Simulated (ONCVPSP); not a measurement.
## Before and after: ONCV potential for phosphorus

```json
{"Element": "phosphorus", "Generator": "ONCVPSP 4.0.1", "Type": "optimised norm-conserving Vanderbilt (ONCV)", "Functional": "PBE", "Relativity": "scalar-relativistic", "Frozen core": "[Ne]", "Valence charge": "5", "Reference configuration": "3s2 3p3", "Partial waves": "3s: rc 1.35 bohr, ncon 4, nbas 8, qcut 4.1 1/bohr, 2 projectors, debl 3.5 Ha; 3p: rc 1.25 bohr, ncon 3, nbas 6, qcut 6.7 1/bohr, 3 projectors, debl 0.8 Ha; d scattering state at 0.16 Ha: rc 1.40 bohr, ncon 4, nbas 9, qcut 6.2 1/bohr, 2 projectors, debl 2 Ha", "Local potential": "polynomial inside 0.90 bohr (lpopt 5, dvloc0 0 Ha)", "Core correction": "Teter function fitted to the true core (icmod 2), fcfact 0.4"}
```

Change: all radii but the core radius scaled by about 1.33 (s 1.80, p 1.66, d 1.86 bohr); local potential polynomial inside 1.20 bohr (lpopt 5, dvloc0 0 Ha).

Cutoffs: the cutoffs (Ha) at which the residual kinetic energy of the hardest occupied pseudo-wave falls to 1 and 0.1 mHa per electron; they do not see the model core or the augmentation charge, which bear on the density cutoff. Errors are all-electron minus pseudo energies relative to the spin-unpolarised reference configuration.

Q: What does the change do?

A: The potential gets softer (17 Ha and 69 Ha → 9.0 Ha and 44 Ha); both files keep a bound ghost (p); of the 4 tests that both files solve, the error grows in 2 and shrinks in 1 by more than 15 % and 0.3 meV (median size 3.3 → 9.9 meV). A larger radius leaves more room for a smooth pseudo-wave, so fewer plane waves are needed.

```csv
quantity,base,changed
"cutoff, loose",17 Ha,9.0 Ha
"cutoff, tight",69 Ha,44 Ha
loose cutoff by channel,"s 11 Ha, p 17 Ha","s 9.0 Ha, p 6.9 Ha"
bound ghosts,p,p
GHOST(+) flags under 300 eV,s at 118.8 eV,s at 155.6 eV
"error for 3s2 3p2, meV [ΔE 9.73 eV]",-1.4,+1.4
"error for 3s2 3p1, meV [ΔE 28.88 eV]",+5.3,+18
"error for 3s2 3p0, meV [ΔE 58.62 eV]",+46,+84
"error for 3s2 3p2.5, meV [ΔE 3.77 eV]",-0.9,0.0
"rms error of d²Exc/dni dnj with the model core, mHa",0.86,0.65
```

Changed file: The cutoffs count occupied waves only; projector 2 of the s channel, the hardest unoccupied one, needs 30 Ha at the loose tolerance. A true bound ghost makes a file unfit for plane-wave use even where its test errors are small: the radial tests pick states by their node count and pass the ghost by.
